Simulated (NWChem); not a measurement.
# Si2H4OF2; SMILES F[SiH2]O[SiH2]F

```xyz
9

Si    -0.6602    -1.4395    -0.0897
F      0.1827    -2.0390     1.1557
O     -0.0205     0.0178    -0.5080
Si     0.6555     1.4529    -0.0715
F     -0.1817     2.0665     1.1706
H     -2.0659    -1.2751     0.3529
H     -0.5081    -2.3626    -1.2387
H      0.5391     2.3874    -1.2154
H      2.0520     1.2475     0.3834
```
Atoms are numbered in this order, from 1.

All runs use the structure optimised with PBE0/def2-SVP.

### Question
Give the principal values of the shielding tensors (ppm) of Si1, F2, O3, Si4, F5 from BHandHLYP/pcSseg-1, GIAO (NWChem), with their diamagnetic and paramagnetic parts as GIAO splits them.

### Answer
```json
[
 {"atom": "Si1", "σ11": "372.8", "σ22": "396.1", "σ33": "413.7", "isotropic": "394.2", "diamagnetic": "877.1", "paramagnetic": "-482.9"},
 {"atom": "F2", "σ11": "271.6", "σ22": "365.0", "σ33": "410.5", "isotropic": "349.0", "diamagnetic": "473.2", "paramagnetic": "-124.1"},
 {"atom": "O3", "σ11": "229.8", "σ22": "259.9", "σ33": "264.8", "isotropic": "251.5", "diamagnetic": "398.2", "paramagnetic": "-146.7"},
 {"atom": "Si4", "σ11": "373.5", "σ22": "396.4", "σ33": "413.5", "isotropic": "394.5", "diamagnetic": "877.1", "paramagnetic": "-482.7"},
 {"atom": "F5", "σ11": "270.4", "σ22": "365.1", "σ33": "410.5", "isotropic": "348.7", "diamagnetic": "473.2", "paramagnetic": "-124.5"}
]
```
